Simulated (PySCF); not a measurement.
hydrogen fluoride (HF), SMILES F. Coordinates come from a PBE0-D3(BJ)/def2-TZVPD optimisation.

TDDFT-M06-2X/def2-TZVPD run with PySCF puts the lowest singlet excitations at 10.32, 10.32, 13.35, 13.44, 13.44, 13.54 eV and the lowest triplet (TDA) at 9.93 eV.

Q: What are the lowest singlet roots from EOM-CCSD/aug-cc-pVDZ in PySCF? (Estimate from the structure and the level; the computed values follow.)

A: 10.26, 10.26, 14.03, 14.03, 14.43, 15.02 eV; triplets 9.85, 9.85, 13.34 eV. S1 differs by -0.06 eV (second minus first; roots are paired by order, and the bases may differ).
